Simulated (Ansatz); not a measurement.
A nudged elastic band was laid between two geometries of CH8GeO2Si (13 atoms, charge 0, multiplicity 1).

Level of theory: Ansatz 0.2.0, RKS B3LYP-D4/def2-SVP.

```json
{
  "movable images": "5",
  "climbing image": "yes",
  "spring": "5.0 eV/Å²",
  "optimiser": "quadratic models (default)",
  "start path": "through a guess of the saddle point",
  "force threshold": "0.05 eV/Å",
  "iteration limit": "60",
  "end points": "relaxed"
}
```

Initial state:

```xyz
13
Properties=species:S:1:pos:R:3
C -1.905 0.820 1.022
Ge -0.248 1.294 0.100
O 0.915 -0.053 0.337
Si 1.221 -1.507 -0.385
O 1.872 -1.336 -1.908
H -2.647 1.628 0.922
H -1.704 0.652 2.091
H -2.325 -0.102 0.591
H 0.435 2.531 0.716
H -0.469 1.486 -1.418
H 2.157 -2.233 0.519
H -0.033 -2.275 -0.607
H 2.750 -0.940 -1.965
```

Final state:

```xyz
13
Properties=species:S:1:pos:R:3
C -1.781 0.523 0.482
Ge -0.157 1.510 0.021
O 0.928 0.380 -0.865
Si 1.660 -1.038 -0.438
O 0.569 -2.125 0.214
H -2.432 1.117 1.140
H -1.490 -0.405 0.996
H -2.339 0.265 -0.431
H 0.595 1.998 1.281
H -0.407 2.675 -0.956
H 2.283 -1.589 -1.674
H 2.660 -0.830 0.641
H -0.068 -2.515 -0.397
```

Task: Which bonds break or form, and what moves?

Result: No bond is made or broken. The dihedral C1–Ge2–O3–Si4 goes from 84 to -62°.

Task: What energy profile does the band end with?

Result: The run converged. The highest image is number 4 of 0 to 6, 0.1 kcal/mol above the first end and 1.0 kcal/mol above the last; the last end lies 1.0 kcal/mol below the first. A structure lower than the first end lies on the path between it and the top, so the climb from that side starts below the end, which may itself be a saddle point or a shallow side well. The top lies less than 8 meV above the higher end, about what the thresholds resolve: that end is a shoulder or a very shallow well. A vibrational analysis at the climbing image gives no mode beyond 40i cm⁻¹: the surface is too flat there to confirm a saddle point.

| image | path coordinate (Å) | energy (kcal/mol) | dihedral C1–Ge2–O3–Si4 (°) |
| --- | --- | --- | --- |
| 0 | 0.00 | 0.0 | 84 |
| 1 | 1.58 | -0.1 | 125 |
| 2 | 3.15 | -0.3 | 161 |
| 3 | 4.73 | 0.0 | -172 |
| 4 | 6.30 | 0.1 | -138 |
| 5 | 7.95 | -0.3 | -105 |
| 6 | 9.59 | -1.0 | -62 |

Task: What is the geometry of the highest image?

Result: 
```xyz
13
Properties=species:S:1:pos:R:3:forces:R:3
C -1.796 0.966 1.237 0.00 -0.01 0.01
Ge -0.717 0.966 -0.389 0.01 0.01 0.01
O -0.033 -0.688 -0.532 -0.01 0.01 -0.01
Si 1.424 -1.351 -0.944 -0.01 -0.01 -0.01
O 2.613 -0.994 0.167 0.01 0.00 0.01
H -2.285 1.943 1.377 0.00 0.00 0.00
H -1.160 0.759 2.110 0.00 0.00 -0.01
H -2.570 0.187 1.170 0.00 0.00 0.00
H 0.450 1.978 -0.313 0.00 0.00 -0.01
H -1.565 1.213 -1.656 0.00 0.00 0.00
H 1.202 -2.822 -1.031 0.00 0.01 0.00
H 1.933 -0.794 -2.223 0.00 0.00 0.00
H 2.525 -1.395 1.040 0.00 0.00 0.01
```

The run took 5.7 min on 2 threads of Intel(R) Xeon(R) Platinum 8488C (Sapphire Rapids), on a shared host, peak memory 0.41 GiB.
